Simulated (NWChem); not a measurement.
C₅H₃N; SMILES C#C/C=C/C#N

Give the equilibrium geometry at PBE-D3(BJ)/def2-SVP (NWChem) as a Z-matrix, with the point group.

point group Cs; any orientation.
```
C
C 1 1.3663
H 2 1.1026 1 120.33
H 1 1.1047 2 118.92 3 180.00
C 1 1.4147 4 117.07 2 180.00
C 5 1.2270 4 150.94 1 180.00
H 6 1.0816 4 161.91 1 180.00
C 2 1.4227 3 116.87 1 180.00
N 8 1.1759 3 151.64 2 180.00
```
